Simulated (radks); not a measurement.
The numbers below are computed, except where a source is named.
Task: These are the eigenvalues of the occupied orbitals of an atom or ion with whole-number occupations (eV). Level of theory: scalar-relativistic Kohn-Sham, PBE, spin-polarised, spherical densities, point nucleus (a radial shooting solver on a logarithmic mesh with Libxc functionals).

1s up: -42.0406

Which element is it, and in what charge state? The configuration may be excited. Open shells, if any, are filled with parallel spins first.

Result: Z = 2, helium, charge +1: He+ in 1s1. The 1s level, -1.545 hartree, gives Z - s = 1.8 by -(Z - s)^2/2, which with screening and relativity narrows Z to a few neighbours, and with so few levels the electron count can be read from the list.
